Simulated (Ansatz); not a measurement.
Ansatz (a quantum-chemistry and plane-wave program) input (PBE0/def2-TZVP):

Ansatz 0.2 input:
```yaml
crystal:
  periodic: [false, false, false]
  atoms:
    - {symbol: C, position_ang: [-2.84577073, -0.28901947, -0.32232775]}
    - {symbol: C, position_ang: [-1.43655059, -0.60945325, -0.81149558]}
    - {symbol: C, position_ang: [-0.35157530, 0.02963427, 0.05162817]}
    - {symbol: C, position_ang: [1.05403071, -0.28896439, -0.43486690]}
    - {symbol: C, position_ang: [2.16277917, 0.31655487, 0.38058882]}
    - {symbol: O, position_ang: [2.00791705, 1.00843288, 1.35340048]}
    - {symbol: H, position_ang: [-2.99654218, -0.64537817, 0.69931474]}
    - {symbol: H, position_ang: [-3.60354036, -0.75589679, -0.95387814]}
    - {symbol: H, position_ang: [-3.02612622, 0.78845017, -0.32515462]}
    - {symbol: H, position_ang: [-1.29335332, -1.69506198, -0.82958070]}
    - {symbol: H, position_ang: [-1.32273064, -0.27125286, -1.84689134]}
    - {symbol: H, position_ang: [-0.45684970, -0.30333811, 1.08747631]}
    - {symbol: H, position_ang: [-0.48609788, 1.11421203, 0.07463772]}
    - {symbol: H, position_ang: [1.23326316, -1.37218177, -0.46186060]}
    - {symbol: H, position_ang: [1.20410469, 0.04102066, -1.47159276]}
    - {symbol: H, position_ang: [3.18705644, 0.07945161, 0.01916499]}
basis:
  gaussian:
    orbitals: def2-TZVP
hamiltonian:
  xc: {name: PBE0}
relax: {f_tol: 0.003, max_steps: 100}
```

End of the output:

```
1491 factors; their error is unknown
0.33 GiB of the device are held for the grids
1.30 GiB of device memory are held for the factors and their scratch space
mean field: 1.33 GiB planned
mean field -7389.20424613 eV, -271.5482474627 hartree, gradient 9.3e-6 eV, S^2 0.000000; 0 other end points of the search recorded, 0 dependent functions left out
the calculation of the forces begins
reference -7389.20428167 eV, -271.5482487689 hartree; 24, 24 occupied and 222, 222 virtual orbitals, 1491 factors
relax step   4: F+E_penalty+E_count = -7389.20424613 eV  Δ(F+E_penalty+E_count) = -1.877e-5 eV  max|allowed force component| = 3.658e-3 eV/Å  Δτ_max = 0.0008 Å  (34 SCF iters, accepted)
these checks for a lower state are left out or cut short: starts, cluster_reference, orbital_swaps, neighbouring_geometries, increment
integrals: 0.17 GiB planned
1491 factors; their error is unknown
0.33 GiB of the device are held for the grids
1.30 GiB of device memory are held for the factors and their scratch space
mean field: 1.33 GiB planned
mean field -7389.20424753 eV, -271.5482475142 hartree, gradient 9.3e-6 eV, S^2 0.000000; 0 other end points of the search recorded, 0 dependent functions left out
the calculation of the forces begins
reference -7389.20428307 eV, -271.5482488204 hartree; 24, 24 occupied and 222, 222 virtual orbitals, 1491 factors
relax step   5: F+E_penalty+E_count = -7389.20424753 eV  Δ(F+E_penalty+E_count) = -1.401e-6 eV  max|allowed force component| = 4.427e-4 eV/Å  Δτ_max = 0.0004 Å  (34 SCF iters, accepted)
integrals: 0.17 GiB planned
1491 factors; their error is unknown
0.33 GiB of the device are held for the grids
1.30 GiB of device memory are held for the factors and their scratch space
mean field: 1.33 GiB planned
mean field evaluation 64: about -7389.2204 eV, gradient 4.2e-1 eV
mean field -7389.20424753 eV, -271.5482475142 hartree, gradient 9.3e-6 eV, S^2 0.000000; 1 other end points of the search recorded, 0 dependent functions left out
the calculation of the forces begins
reference -7389.20428307 eV, -271.5482488204 hartree; 24, 24 occupied and 222, 222 virtual orbitals, 1491 factors
Total energy: -7389.20428307 eV, -271.5482488204 hartree
Atom 0 at    -2.836368    -0.288342    -0.321651 Å, force    -0.000085    -0.000063    -0.000085 eV/Å
Atom 1 at    -1.433504    -0.607731    -0.809174 Å, force    -0.000115    -0.000109    -0.000149 eV/Å
Atom 2 at    -0.351672     0.028121     0.049513 Å, force     0.000150     0.000008     0.000007 eV/Å
Atom 3 at     1.048380    -0.288754    -0.434409 Å, force    -0.000443     0.000140     0.000208 eV/Å
Atom 4 at     2.151754     0.315353     0.379225 Å, force    -0.000118    -0.000030    -0.000038 eV/Å
Atom 5 at     1.994754     1.005158     1.349197 Å, force     0.000402    -0.000014    -0.000031 eV/Å
Atom 6 at    -2.988331    -0.644441     0.700974 Å, force    -0.000008     0.000002     0.000002 eV/Å
Atom 7 at    -3.596184    -0.754853    -0.952629 Å, force    -0.000064     0.000037     0.000054 eV/Å
Atom 8 at    -3.017926     0.789940    -0.323890 Å, force    -0.000008     0.000001     0.000003 eV/Å
Atom 9 at    -1.290327    -1.694685    -0.828646 Å, force     0.000053     0.000120     0.000039 eV/Å
Atom 10 at    -1.319714    -0.270408    -1.846291 Å, force     0.000056    -0.000000     0.000126 eV/Å
Atom 11 at    -0.456375    -0.303587     1.087522 Å, force     0.000025     0.000000    -0.000108 eV/Å
Atom 12 at    -0.485631     1.114349     0.074408 Å, force     0.000027    -0.000101    -0.000035 eV/Å
Atom 13 at     1.231096    -1.372591    -0.462453 Å, force     0.000140     0.000013    -0.000116 eV/Å
Atom 14 at     1.201939     0.040534    -1.472129 Å, force     0.000143    -0.000110    -0.000028 eV/Å
Atom 15 at     3.178124     0.079147     0.018997 Å, force    -0.000157     0.000106     0.000153 eV/Å
Dipole moment:    -0.082739    -0.326451    -0.454506 e Å
```
